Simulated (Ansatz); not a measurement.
Molecule: MnBr, charge 0, multiplicity 7. The spin state was set by rule; other spins were not relaxed. 
Geometry from a B3LYP-D3(BJ)/def2-TZVP (Ansatz, a quantum-chemistry and plane-wave program) optimisation:
SMILES: [Mn][Br]
```xyz
2

Mn     0.0000     0.0000    -1.4063
Br     0.0000     0.0000     1.0045
```
Charge 0, spin multiplicity 7.

Basis-set convergence of Hartree-Fock and MP2 correlation energies (hartree) with Ansatz. Valence correlation only, unless marked. Open shells are spin-unrestricted. Spin-orbit coupling is left out. The frozen core is the preceding noble-gas configuration, with the filled d and f shells of earlier blocks. No relativistic terms.

| basis | functions | E(HF) | E(corr, MP2) |
|---|---|---|---|
| def2-SVPD | 75 | -3721.88878 | -0.19121 |
| def2-TZVPPD | 124 | -3722.34949 | -0.26798 |
| def2-QZVPPD | 198 | -3722.42097 | -0.29440 |

Extrapolating the two largest sets (X = 3 and 4) as X^-3: E(corr) = (64·(-0.29440) - 27·(-0.26798))/37 = -0.3137 Eh, an estimate of the basis-set limit. The largest set recovers 93.9 % of it, the smallest 61.0 %.
